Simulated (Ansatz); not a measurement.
Input for Ansatz (a first-principles code): R-CCSD(T)/cc-pVDZ on C4H8O2 (SMILES C1COCCO1).

Ansatz 0.2 input:
```yaml
crystal:
  periodic: [false, false, false]
  atoms:
    - {symbol: C, position_ang: [0.67675576, 1.19441817, -0.31506638]}
    - {symbol: C, position_ang: [1.36231093, -0.04445725, 0.23207113]}
    - {symbol: O, position_ang: [0.44679413, -0.83665393, 0.97775152]}
    - {symbol: C, position_ang: [-0.67675723, -1.19442589, 0.18313201]}
    - {symbol: C, position_ang: [-1.36231955, 0.04445926, -0.36396680]}
    - {symbol: O, position_ang: [-0.44680891, 0.83664693, -1.10966572]}
    - {symbol: H, position_ang: [0.35546901, 1.83652877, 0.51665725]}
    - {symbol: H, position_ang: [1.35069986, 1.76121044, -0.95859536]}
    - {symbol: H, position_ang: [2.17196000, 0.22544329, 0.91119236]}
    - {symbol: H, position_ang: [1.77580483, -0.63456592, -0.59744070]}
    - {symbol: H, position_ang: [-0.35544855, -1.83649623, -0.64861466]}
    - {symbol: H, position_ang: [-1.35069081, -1.76125961, 0.82663457]}
    - {symbol: H, position_ang: [-2.17199823, -0.22541206, -1.04306362]}
    - {symbol: H, position_ang: [-1.77577124, 0.63456402, 0.46556936]}
basis:
  gaussian:
    orbitals: cc-pVDZ
magnetization: {spin_polarized: false}
correlation: {method: ccsd_t, electrons: outside_noble_gas}
scf: {lower_state_search: off}
```

The head of its log:

```
WARN ansatz: RAYON_NUM_THREADS=6 ignored (pool sized by the plan → 6); use --threads N
Functional definition: HF
these checks for a lower state are left out or cut short: stability, starts, cluster_reference, orbital_swaps, neighbouring_geometries, increment
integrals: 0.23 GiB planned
1122 factors; integrals over basis functions are off by at most 1.0e-3 eV
mean field: 0.48 GiB planned
mean field evaluation 1: about -8319.2586 eV, gradient 3.3e1 eV
mean field evaluation 2: about -8319.5448 eV, gradient 3.3e1 eV
mean field evaluation 4: about -8322.3971 eV, gradient 5.4e0 eV
mean field evaluation 8: about -8322.4622 eV, gradient 1.6e-1 eV
mean field -8322.46227570 eV, -305.8448474644 hartree, gradient 7.7e-6 eV, S^2 0.000000; 0 other end points of the search recorded, 0 dependent functions left out
6 core orbitals not correlated
reference -8322.46227570 eV, -305.8448474644 hartree; 18, 18 occupied and 100, 100 virtual orbitals, 1122 factors
```

Task: What total energy does the run end on?

Result: -306.8507 hartree (reference determinant -305.8448, T1 diagnostic 0.011).
